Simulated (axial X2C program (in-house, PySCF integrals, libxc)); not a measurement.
**Potential curves of MgZn, without spin–orbit coupling**

Calculated with an in-house all-electron X2C program for linear molecules (integrals from PySCF). Spin-free means the one-electron spin-free X2C Hamiltonian. Basis: Zn dyall-cv3z [9s10p6d3f2g], Mg dyall-cv3z [9s8p6d3f] (cores contracted in-house); Gaussian nuclei, density fitting, unrestricted open shells. Masses: Zn 63.929 u, Mg 23.985 u.

State: M_S = 0, Λ = 0 (closed shell). Energies in eV from the fragments at the same level (Zn + Mg). Fits are polynomials in 1 − R0/R over 0.85 to 1.23 times the lowest point R0.

```tsv
R (Å)	PBE0	TPSSh
3.0102	-0.0322	-0.0440
3.1486	-0.0598	-0.0657
3.2524	-0.0707	-0.0732
3.3562	-0.0753	-0.0749
3.4600	-0.0761	-0.0736
3.5811	-0.0738	-0.0696
3.7022	-0.0688	-0.0634
3.8579	-0.0611	-0.0549
4.0482	-0.0510	-0.0444
4.3250	-0.0372	-0.0306
```

The state is one determinant whose occupation by symmetry is held fixed; it was picked as the lowest of a PBE0 search that is not exhaustive. Dissociation energies refer to the lowest single-determinant-based atoms at the same level and basis. The bond is weak and the correlated curve of this state has no minimum in the scanned range, so this well may be an artefact of the functional.

Question: What are Re, ωe and De at the PBE0 level?

Answer: At PBE0, spin-free: Re = 3.431 Å, ωe ≈ 65.7 cm⁻¹, De = 0.08 eV to Zn + Mg; Be follows as 0.0821 cm⁻¹.

Question: Fit the TPSSh curve near its minimum: give the equilibrium distance, the harmonic wavenumber and the well depth.

Answer: At TPSSh, spin-free: Re = 3.357 Å, ωe ≈ 69.4 cm⁻¹, De = 0.08 eV to Zn + Mg; Be follows as 0.0858 cm⁻¹.
